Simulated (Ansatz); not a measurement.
`C[Te]B(O)O` + `BO[SiH2]C` → `B[Te]C` + `C[SiH2]OB(O)O`  (redistribution)

Computed with Ansatz on PBE0-D4/def2-TZVP structures; ΔE is electronic, products minus reactants. CBS: MP2 limit from def2 TZ/QZ plus the TZ coupled-cluster correction, frozen cores. DFT in def2-TZVPP. B3LYP here is the variant with VWN-RPA as its local correlation; programs differ in this. Elements past krypton have def2 core potentials. For Te outer-core shells are correlated without core-valence functions, which leaves a few kJ/mol of doubt a bond. One conformer a species, not always the lowest.

```json
{"level": "r2SCAN-D4", "ΔE (kJ/mol)": "-37.9", "difference from CCSD(T)/CBS": "-2.5"}
{"level": "B3LYP-D4", "ΔE (kJ/mol)": "-32.0", "difference from CCSD(T)/CBS": "3.4"}
{"level": "B2PLYP", "ΔE (kJ/mol)": "-32.9", "difference from CCSD(T)/CBS": "2.5"}
{"level": "r2SCAN", "ΔE (kJ/mol)": "-37.7", "difference from CCSD(T)/CBS": "-2.3"}
{"level": "B3LYP", "ΔE (kJ/mol)": "-32.2", "difference from CCSD(T)/CBS": "3.2"}
{"level": "HF/def2-TZVPP", "ΔE (kJ/mol)": "-35.1", "difference from CCSD(T)/CBS": "0.3"}
{"level": "SCS-MP2/def2-TZVPP", "ΔE (kJ/mol)": "-31.6", "difference from CCSD(T)/CBS": "3.8"}
{"level": "MP2/def2-QZVPP", "ΔE (kJ/mol)": "-31.4", "difference from CCSD(T)/CBS": "4.0"}
{"level": "SCS-MP2/def2-QZVPP", "ΔE (kJ/mol)": "-30.3", "difference from CCSD(T)/CBS": "5.1"}
{"level": "HF/CBS(def2)", "ΔE (kJ/mol)": "-34.4", "difference from CCSD(T)/CBS": "1.0"}
{"level": "CCSD(T)/CBS", "ΔE (kJ/mol)": "-35.4", "difference from CCSD(T)/CBS": "0"}
```

Largest T1 diagnostic among the species: 0.015.
